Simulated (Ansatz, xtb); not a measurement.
A geometry optimisation of C2H4F2Sn with r2SCAN-D4/def2-SVP

The starting geometry of this gas-phase singlet was built from a drawn formula by distance geometry and a force field; its bonds are those of `F[C@H]1[SnH2][C@@H]1F`.

```xyz
9

C    -2.1678   -0.7957   -1.0114
C    -1.7097    0.4220   -1.8111
F    -1.6159   -0.8751    0.1804
F    -1.5868    0.1243   -3.1431
Sn   -3.7285    0.7606   -1.1897
H    -2.3016   -1.7035   -1.6101
H    -3.6944    2.0653   -0.0072
H    -4.7665    0.8036   -2.5987
H    -0.8698    0.9742   -1.3007
```

Problem. Predict what becomes of its bonds when it is optimised with r2SCAN-D4/def2-SVP.

Solution. It keeps its bonds, and is `F[C@H]1[SnH2][C@@H]1F`.

The energy falls by 0.35 eV over 10 steps:

| step | E − E(last) (eV) |
| --- | --- |
| 1 | 0.351 |
| 2 | 0.161 |
| 3 | 0.100 |
| 4 | 0.071 |
| 5 | 0.036 |
| 6 | 0.017 |
| 7 | 0.003 |
| 8 | 0.001 |
| 9 | 0.000 |
| 10 | 0.000 |

Final geometry (Å):

| atom | x (Å) | y (Å) | z (Å) |
| --- | --- | --- | --- |
| C | -2.2173 | -0.7072 | -1.0479 |
| C | -1.6208 | 0.3972 | -1.8451 |
| F | -1.5351 | -1.1615 | 0.0459 |
| F | -1.0791 | 0.0998 | -3.0643 |
| Sn | -3.6705 | 0.9203 | -1.2678 |
| H | -2.5677 | -1.5450 | -1.6740 |
| H | -3.7783 | 2.2242 | -0.1845 |
| H | -5.0308 | 0.5148 | -2.2006 |
| H | -0.9415 | 1.0333 | -1.2531 |

From the same start GFN2-xTB ends elsewhere, in pieces: C2H2F2 + H2Sn.

The end wasn't checked by frequencies. Atoms past krypton carry core potentials, without spin–orbit terms. Run with Ansatz 0.2.0, 25 s on 2 threads of Arm Neoverse V1, with other jobs on the host.
